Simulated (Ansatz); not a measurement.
Cartesian coordinates (Å):
SMILES: OB(O)[OH2+]
```xyz
8

O     -0.6565     1.2558    -0.1068
B     -0.2204     0.0063    -0.0878
O     -0.6399    -1.2176     0.1909
O      1.2085    -0.0363    -0.5213
H     -1.5609     1.4783     0.1430
H     -1.5416    -1.3865     0.4878
H      1.6999     0.7680    -0.7619
H      1.7109    -0.8680    -0.5651
```
Charge +1, spin multiplicity 1.

Calculation: frozen-core CCSD(T)/cc-pVTZ // B3LYP-D3(BJ)/def2-TZVP run with Ansatz (a program for electronic structure).

| Property | Result |
|---|---|
| HF energy | -251.60105 Ha |
| MP2 correlation energy | -0.81115 Ha |

### Question
Estimate the CCSD correlation energy, the (T) correction, the total energy and the T1 diagnostic.

### Answer

```json
{
 "CCSD correlation energy": "-0.82283 Ha",
 "(T) correction": "-0.02801 Ha",
 "CCSD(T) total energy": "-252.45189 Ha",
 "T1 diagnostic": "0.011"
}
```
